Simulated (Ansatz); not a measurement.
This geometry of AlH₈NSSi₃ (14 atoms, charge 0, multiplicity 1) is a first-order saddle point.

All numbers below come from RKS B3LYP-D4/STO-3G (Ansatz).

```xyz
14
Properties=species:S:1:pos:R:3
N 0.958 -2.077 2.312
Si 1.003 -0.363 2.037
Al 0.341 0.275 -0.092
Si -0.228 -0.378 -2.210
Si -0.526 1.787 -1.558
S -2.359 2.901 -1.644
H 0.490 -2.502 3.125
H 1.236 -2.781 1.613
H 0.167 0.208 3.075
H 2.341 0.159 2.299
H -1.427 -1.181 -2.366
H 0.629 -0.665 -3.346
H 0.460 2.648 -2.189
H -3.098 1.940 -1.027
```

(1) Which two structures does it join? (They come from a converged band through this point; their orientation in space is the band's.)

(2) How far does it lie above each of them?

## Answers

(1) No bond is made or broken. The height of N1 over the plane of its neighbours goes from 0.46 to -0.45 Å.

Initial state:

```xyz
14
Properties=species:S:1:pos:R:3
N 1.120 -2.102 2.496
Si 0.940 -0.355 2.092
Al 0.335 0.264 -0.062
Si -0.332 -0.445 -2.132
Si -0.479 1.763 -1.572
S -2.241 2.985 -1.638
H 0.220 -2.605 2.265
H 1.804 -2.545 1.823
H -0.024 0.148 3.053
H 2.219 0.238 2.437
H -1.577 -1.186 -2.230
H 0.479 -0.818 -3.276
H 0.534 2.532 -2.274
H -3.012 2.097 -0.953
```

Final state:

```xyz
14
Properties=species:S:1:pos:R:3
N 0.542 -2.108 2.297
Si 0.986 -0.388 2.011
Al 0.305 0.263 -0.099
Si -0.212 -0.352 -2.239
Si -0.555 1.796 -1.545
S -2.403 2.881 -1.635
H 0.855 -2.390 3.264
H 1.127 -2.727 1.675
H 0.340 0.343 3.083
H 2.414 -0.154 2.208
H -1.391 -1.171 -2.448
H 0.687 -0.600 -3.351
H 0.428 2.686 -2.136
H -3.136 1.893 -1.055
```

(2) 0.130 eV above the first and 0.149 eV above the second. This is the barrier of this one path; another mechanism may lie lower. Limits of this set-up: minimal basis.

The run took 6.5 min on 1 CPU thread of a shared host.
